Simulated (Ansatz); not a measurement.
`ClC[SiH2]Cl` → `CCl` + `[SiH]Cl` at 500 K and 1 bar (silylene formation by 1,1-elimination).

Program: Ansatz. Geometries: PBE0-D4/def2-TZVP. ΔE: electronic, gas phase. CCSD(T)/CBS adds triple-zeta CCSD(T) − MP2 to the extrapolated MP2 energy (def2 sets, frozen cores). This one scheme is used for every species. Each species was taken in one conformer, which may not be the lowest.

```
      species  CCSD(T)/CBS energy (Eh)  H − E (kJ/mol)  S (J/(mol·K))
`ClC[SiH2]Cl`              -1249.14529           162.5          383.2
        `CCl`               -499.63220           119.3          258.4
    `[SiH]Cl`               -749.43948            39.6          274.0
```

H − E and S are ideal-gas, rigid-rotor, harmonic terms from PBE0-D4/def2-TZVP, for one conformer and one mirror image of each species. 1 Eh = 2625.50 kJ/mol, R = 8.31446 J/(mol·K).

Task: By hand: ΔE, ΔH, ΔS and ΔG.

Result: ΔE = (-499.63220) + (-749.43948) − (-1249.14529) = 0.07361 Eh = 193.3 kJ/mol. Δ(H − E) = 119.3 + 39.6 − 162.5 = -3.6, so ΔH = 189.7 kJ/mol. ΔS = 258.4 + 274.0 − 383.2 = 149.2 J/(mol·K). ΔG = 189.7 − 500 × (149.2)/1000 = 115.1 kJ/mol.

Task: By hand: the equilibrium constant, and the temperature at which ΔG would vanish if ΔH and ΔS stayed fixed.

Result: log₁₀ K = −ΔG/(RT ln 10) = -12.0. ΔG = 0 at ΔH/ΔS = 1271 K.

The number of gas molecules changes by +1, which sets the sign of ΔS. A doubt of 5 kJ/mol in ΔE shifts log₁₀ K by 0.5 here. Other conformers and mirror images would add mixing entropy, several J/(mol·K) or more a flexible species. These are equilibria of isolated gas molecules and say nothing of rates. Largest T1 diagnostic: 0.013 (customary marks: 0.02 for closed shells, 0.045 for open ones).
